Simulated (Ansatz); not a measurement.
C4H6MgO2, SMILES `[CH3][Mg-]1[O]C=CC=[O+]1`, 13 atoms. Charge 0, multiplicity 1. Correlated methods include outer-core shells of Mg, which these sets cover unevenly. All runs use 4 threads of an Intel Xeon Platinum 8259CL on a shared host. Correlated methods freeze the cores.

How many basis functions does each run have, and how long does it take in Ansatz? RKS B2PLYP (frozen core)/def2-TZVPP energy; RHF-CCSD(T)/def2-SVP energy; RHF-MP2/def2-TZVPP energy; RHF-MP2/def2-QZVPP energy; RKS CAM-B3LYP-D4/def2-TZVPP energy; RKS ωB97M-V/def2-SVP energy; RKS HSE06 (plane-wave form)-D4/def2-TZVPP energy; RKS ωB97M-V/def2-QZVPP energy; RKS PBE0-D4/def2-SVP energy; RKS BLYP-D4/def2-TZVPP energy; direct RPA on PBE orbitals/def2-TZVPP energy; RKS PBE0-D4/def2-QZVPP energy. (An estimate is asked.)

Computed: Other jobs shared the machine, so times are rough.

| level | job | functions | wall time | peak host memory (GiB) |
| --- | --- | --- | --- | --- |
| RKS PBE0-D4/def2-SVP | energy | 132 | 1.7 s | 0.35 |
| RKS BLYP-D4/def2-TZVPP | energy | 302 | 3.4 s | 0.46 |
| RKS HSE06 (plane-wave form)-D4/def2-TZVPP | energy | 302 | 5 s | 0.95 |
| RKS CAM-B3LYP-D4/def2-TZVPP | energy | 302 | 5.5 s | 1 |
| RHF-MP2/def2-TZVPP | energy | 302 | 6 s | 0.9 |
| RKS ωB97M-V/def2-SVP | energy | 132 | 6.5 s | 0.49 |
| RKS B2PLYP (frozen core)/def2-TZVPP | energy | 302 | 8.5 s | 0.95 |
| direct RPA on PBE orbitals/def2-TZVPP | energy | 302 | 11 s | 0.95 |
| RKS PBE0-D4/def2-QZVPP | energy | 585 | 14 s | 2.5 |
| RHF-CCSD(T)/def2-SVP | energy | 132 | 18 s | 1.1 |
| RKS ωB97M-V/def2-QZVPP | energy | 585 | 28 s | 3 |
| RHF-MP2/def2-QZVPP | energy | 585 | 37 s | 4.6 |
